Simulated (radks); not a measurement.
Question: All-electron atom: the nitrogen ion N3+ in [He] 2s1 2p1 (not the ground configuration). Calculated with a radial shooting solver on a logarithmic mesh with Libxc functionals: non-relativistic Kohn-Sham, SCAN, spin-polarised, spherical densities, point nucleus; open shells are filled with parallel spins first; meta-GGA in the generalised Kohn-Sham scheme. Some entries of the table are withheld. Estimate them.

orbital,occ.,eigenvalue (eV),<r^2> (bohr^2),<1/r> (bohr^-1)
1s up,1,-454.2748,(1),6.653
1s down,1,-452.0348,(2),6.658
2s up,1,-71.0249,1.409,1.323
2p up,1,(3),1.301,1.230

Answer: 
(1) 1s up <r^2> (bohr^2): 0.07078
(2) 1s down <r^2> (bohr^2): 0.07025
(3) 2p up eigenvalue (eV): -58.6131
